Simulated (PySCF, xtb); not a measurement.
TaO₂F, SMILES [O]=[Ta](=[O])[F], multiplicity 1.

Harmonic wavenumbers (cm⁻¹) from GFN2-xTB (xtb 6.7.1) at its own minimum, in rising order: 119, 173, 219, 337, 660, 690.

Problem. What does PBE-D3(BJ)/def2-TZVP run with PySCF give at its own minimum? (Estimate from the structure and the level; the computed values follow.)

Solution. 199, 230, 329, 638, 899, 958. Paired by order, the mean absolute difference is 176 cm⁻¹ and the zero-point energies are 3.1 and 4.7 kcal/mol.
